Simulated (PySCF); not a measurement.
# Excitation energy of Ne⁺ by level of theory

Ne⁺ [He] 2s2 2p5 (2P) → Ne⁺ [He] 2s1 2p5 3s1 (4P), as a difference of total energies. All numbers are calculated (PySCF 2.14, the non-relativistic Hamiltonian (point nucleus), in aug-cc-pV5Z). Correlated levels: valence: 1s2 frozen. The calculations carry no spin-orbit coupling.

```
           method  excitation energy (eV)
              UHF                  52.355
              LDA                  50.017
              PBE                  50.053
             PBE0                  50.939
           r2SCAN                  51.345
           PBEsol                  49.997
            TPSSh                  51.082
           B2PLYP                  51.634
    MP2 (valence)                  52.335
SCS-MP2 (valence)                  52.246
```

The upper state lies above the first ionisation limit, where it may autoionise and the basis confines it. A Rydberg-like electron needs more diffuse functions than a valence basis has.

The promoted electron is Rydberg-like, and one or two diffuse shells describe it only roughly, which tends to raise the upper state.
